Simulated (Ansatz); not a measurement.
Bond stretch in GeC, lowest singlet found (which spin is the ground state isn't settled by this scan).

RKS-PBE = restricted PBE/cc-pVDZ run with Ansatz (a program for electronic structure); RKS-BLYP = Ansatz with restricted BLYP/cc-pVDZ; RKS-B3LYP = restricted B3LYP/cc-pVDZ (Ansatz); FCI = full CI/cc-pVDZ, cores with 3d frozen (Ansatz).

Cost and accuracy over the 17 points of the scan, with FCI as yardstick. Costs are rough ratios of core time within Ansatz on shared cores, each with its mean field (Kohn-Sham runs search longer for lower solutions than correlated ones do); the miss is the largest error against full CI of the curve after the mean shift, in mEh.

Question: Which is the cheapest of these levels that stays within 42 mEh of FCI?

Answer: RKS-BLYP.

| level | relative cost | largest error |
|---|---|---|
| RKS-PBE | 1 | 46.1 |
| RKS-BLYP | 1 | 37.2 |
| RKS-B3LYP | 1 | 55.8 |

Costs within a factor of two of each other count as equal.

The scan ran from 1.41 to 6.65 Å; beyond the distances shown full CI changes its symmetry label. The restricted form behind RKS-PBE, RKS-BLYP, RKS-B3LYP keeps the bonding electrons paired and can't separate into open-shell fragments. Also computed but left out beside FCI, since their determinant holds another spin at the minimum (<S²> over 0.7 above the pure value): UHF, UMP2, UCCSD, UCCSD(T), UCCSDT, UCCSDT(Q), UKS-BLYP, UKS-B3LYP, UKS-PBE, UKS-B3LYP/6-31G*, UKS-BP86/6-31G*, UHF/STO-3G, UHF/6-31G*.
